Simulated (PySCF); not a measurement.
Dipole response of V (vanadium, neutral)

[Ar] 3d3 4s1 4p1, one real determinant (an excited configuration). All numbers are calculated (PySCF 2.14, the spin-free X2C one-electron Hamiltonian (Gaussian nucleus), in x2c-TZVPPall with one added diffuse shell each of s, p, d, f type (7s6p5d3f1g, 80 functions)). Coupled (time-dependent) response in atomic units; α is the mean over directions.

```
method  mean α (bohr³)         α xx, yy, zz  C₆ (like pair)   S(−4)
   UHF           141.0  102.9, 217.3, 102.9            1365  123800
```

S(−4) is the Cauchy moment in α(ω) = α(0) + S(−4) ω² + …

α(iu) at UHF:

```json
{"u (hartree)": "0", "α(iu) (bohr³)": "141.0"}
{"u (hartree)": "0.0500", "α(iu) (bohr³)": "96.37"}
{"u (hartree)": "0.100", "α(iu) (bohr³)": "68.63"}
{"u (hartree)": "0.200", "α(iu) (bohr³)": "35.18"}
{"u (hartree)": "0.300", "α(iu) (bohr³)": "20.81"}
{"u (hartree)": "0.500", "α(iu) (bohr³)": "10.15"}
{"u (hartree)": "0.750", "α(iu) (bohr³)": "5.794"}
{"u (hartree)": "1.00", "α(iu) (bohr³)": "3.956"}
{"u (hartree)": "1.50", "α(iu) (bohr³)": "2.328"}
{"u (hartree)": "2.00", "α(iu) (bohr³)": "1.574"}
{"u (hartree)": "3.00", "α(iu) (bohr³)": "0.8680"}
{"u (hartree)": "5.00", "α(iu) (bohr³)": "0.3794"}
```

A single London oscillator, α(iu) = α/(1 + u²/ω²), gives C₆ = (3/4) ω α². Matching the computed C₆ needs ω = 4 × 1365 / (3 × 141.0²) = 0.0915 hartree.

The components differ because the open shell of this determinant is not spherical; for a pure term their mean is the scalar polarisability.

⟨L²⟩ = 14.03 against 20 for a pure G term, so this real determinant mixes terms.
